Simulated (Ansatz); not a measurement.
Calculated with Ansatz (gas phase, PBE0-D4/def2-TZVP geometries, no zero-point term in ΔE). CCSD(T)/CBS is the MP2 limit (def2-TZVPP, def2-QZVPP) plus CCSD(T) − MP2 in def2-TZVPP, frozen cores. This one scheme is used for every species. Functionals use def2-TZVPP. One conformer a species, not always the lowest.

Consider the formal exchange of groups at a B–Cl bond: `NB(S)Cl` + CH₄ → `CB(N)S` + HCl.

`NB(S)Cl`:

```xyz
7

N    -0.402    0.872   -0.174
B    -0.206   -0.397    0.359
S     1.172   -1.503   -0.046
Cl   -1.375   -1.022    1.535
H    -1.188    1.439    0.092
H     0.213    1.298   -0.844
H     1.784   -0.688   -0.921
```

CH₄:

```xyz
5

C     0.000    0.000    0.000
H    -0.831    0.632   -0.312
H     0.917    0.589    0.018
H     0.112   -0.826   -0.702
H    -0.198   -0.395    0.996
```

`CB(N)S`:

```xyz
10

C     0.384   -1.286    0.397
B    -0.016    0.103   -0.222
N    -0.426    1.171    0.581
S     0.082    0.255   -2.041
H    -0.240   -2.090   -0.005
H     0.291   -1.304    1.486
H     1.417   -1.544    0.145
H    -0.690    2.076    0.235
H    -0.481    1.088    1.582
H    -0.320    1.531   -2.158
```

HCl:

```xyz
2

Cl    0.429    0.233    0.413
H    -0.429   -0.233   -0.413
```

```csv
level,ΔE (kcal/mol)
LDA (SPW92),18.9
HF/def2-QZVPP,20.4
```

Q: What does CCSD(T)/CBS give? (Best estimate.)

A: Ansatz gave: +19.3 kcal/mol. The listed levels differ from it by -0.4, 1.1 kcal/mol.

Largest T1 diagnostic among the species: 0.011.

At CCSD(T), def2-SVP lies +1.8 kcal/mol from the extrapolated value and def2-TZVPP −0.2 kcal/mol. Leaving LDA and LC-ωPBE aside and taking each functional with its dispersion term where it has one, the values, not all of them listed here, spread over 1.1 kcal/mol, from CAM-B3LYP-D4 to B97M-V. LDA lies −1.1 kcal/mol from PBE without D4.
